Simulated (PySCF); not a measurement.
Molecular orbitals of ZnCl⁻

r²SCAN0 at R = 2.500 Å; basis Zn def2-TZVPPD, Cl def2-TZVPPD; no relativity; PySCF 2.14. State: ¹Σ⁺ (singlet), closed shell. Only the outer orbitals are listed, counted within each symmetry.

| orbital | occ. | ε (eV) | on Zn (%) | main shells (%) |
| --- | --- | --- | --- | --- |
| 11σ | 2 | -4.01 | 27 | 73 Cl p, 23 Zn s |
| 5π | 2 | -2.94 | 2 | 98 Cl p |
| 5π | 2 | -2.94 | 2 | 98 Cl p |
| 12σ | 2 | -0.59 | 87 | 76 Zn s, 13 Cl p, 10 Zn p |
| 6π | 0 | 3.67 | 109 | 109 Zn p |
| 6π | 0 | 3.67 | 109 | 109 Zn p |

**Question.** Which are the highest filled and the lowest empty level, where do they sit, and how wide is the gap?

**Answer.** Highest filled 12σ at -0.59 eV (in %: 76 Zn s, 13 Cl p, 10 Zn p); lowest empty 6π at 3.67 eV (in %: 109 Zn p); the gap at r²SCAN0 is 4.26 eV. An empty level above zero is unbound, and its energy depends on the basis.

| Item | Value |
| --- | --- |
| bond order (Mayer) | 0.27 |
| ⟨S²⟩ | 0.000 |
| charge on Zn (Mulliken, basis-dependent) | -0.32 |
| charge on Zn (Löwdin, basis-dependent) | -0.23 |
| dipole moment (positive dipole points towards Cl; it is taken about the centre of mass and depends on that origin) | -1.44 D |

Shares are Mulliken populations and can fall outside 0 to 100 %.
